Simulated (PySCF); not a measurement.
# What a mistake does to a calculation on BCClGeH5 cation

These are calculations, not measurements. They come from PySCF 2.14.0, an open-source quantum chemistry program, on an isolated molecule that a program drew, which may never have been made. The molecule is BCClGeH5 cation (charge +1, singlet), drawn as the SMILES string `[CH3][GeH+][BH]Cl`.

Each row is a Hartree-Fock (HF) and frozen-core CCSD(T) single point in the cc-pV(D+d)Z basis, meant for a local HF minimum. Run 1 is clean. Each other run has one planted mistake out of seven kinds, and not every kind appears here: one electron removed, one electron added, multiplicity raised by two, geometry at a saddle point, minimal basis STO-3G, one bond length entered in bohr, all coordinates scaled. The reference is restricted for singlets and unrestricted otherwise, and also for a bond in bohr. Adding or removing an electron swaps singlet and doublet. Electrons count all cores. HOMO and LUMO are orbital energies over both spins, the gradient is its largest component, and the lowest frequency (negative if imaginary) is given only where the gradient is small. Bond lengths are over the 8 bonds as drawn. T1 is the CCSD diagnostic: over 0.02 (restricted) or 0.045 (unrestricted) a single reference is doubtful. Germanium has the cc-pVDZ-PP basis, with a core potential (ECP10MDF) in place of its 10 inner electrons, and its 3s, 3p and 3d shells are frozen in CCSD(T).

Geometry of the clean run:
```xyz
9
BCClGeH5 cation, angstrom
C    -0.1761   -0.2660    0.4919
Ge    0.7632   -1.4274   -0.7245
B     2.3370   -0.8754   -2.0031
Cl    1.8659   -0.3176   -3.5610
H    -1.2369   -0.2804    0.2277
H    -0.0754   -0.6809    1.4990
H     0.2101    0.7503    0.4610
H     0.2545   -2.8621   -0.7622
H     3.4662   -0.9527   -1.6502
```

```
run,electrons,basis functions,<S^2>,HOMO (eV),LUMO (eV),gradient (hartree/bohr),lowest frequency (cm^-1),mean bond (Å),longest bond (Å),T1,HF (hartree),CCSD(T) (hartree),mistake
1,64,99,0.000,-15.99,-5.21,2.7e-05,50,1.4664,2.101,0.0149,-818.10647,-818.60982,no fault
2,64,99,0.905,-15.02,-5.43,9.1e-03,-,1.6358,2.877,0.0293,-818.01062,-818.49864,one bond length entered in bohr
3,64,99,0.000,-16.01,-5.17,1.7e-02,-,1.4415,2.066,0.0145,-818.10408,-818.60552,all coordinates scaled
4,65,99,0.768,-6.81,1.50,2.5e-02,-,1.4664,2.101,0.0133,-818.32681,-818.84366,?
5,63,99,0.773,-22.58,-13.77,3.0e-02,-,1.4664,2.101,0.0362,-817.55694,-818.04843,?
```

**Which mistake was planted in run 4, and what did it cost?**

It counts 65 electrons, one more than the clean run, at the same geometry and basis. So the mistake is: one electron added. Subtracting run 1 and multiplying by 627.51 kcal/mol a hartree, the energy moved by -138.3 kcal/mol in HF and -146.7 kcal/mol in CCSD(T).

**Which mistake was planted in run 5, and what did it cost?**

It counts 63 electrons, one fewer than the clean run, at the same geometry and basis. So the mistake is: one electron removed. Subtracting run 1 and multiplying by 627.51 kcal/mol a hartree, the energy moved by 344.8 kcal/mol in HF and 352.3 kcal/mol in CCSD(T).

